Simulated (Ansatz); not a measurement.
Job for Ansatz (a quantum-chemistry and plane-wave program): R-B3LYP/def2-TZVPP on H2INSn (SMILES [NH2][Sn][I]), a point of a torsion scan. Elements past Kr take the def2 small-core potentials; no spin–orbit coupling.

Ansatz 0.2 input:
```yaml
crystal:
  periodic: [false, false, false]
  atoms:
    - {symbol: N, position_ang: [-0.81161145, -0.03381426, 0.04532169]}
    - {symbol: Sn, position_ang: [0.73887740, 1.20527704, -0.47662921]}
    - {symbol: I, position_ang: [2.65090611, -0.71711424, -0.64090829]}
    - {symbol: H, position_ang: [-0.93593834, -1.00641401, -0.20150792]}
    - {symbol: H, position_ang: [-1.72911013, 0.31285269, 0.29203865]}
basis:
  gaussian:
    orbitals: def2-TZVPP
hamiltonian:
  xc: {name: B3LYP}
scf: {lower_state_search: off}
```

### Question
What total energy does the run end on?

### Answer
-568.2400 hartree.
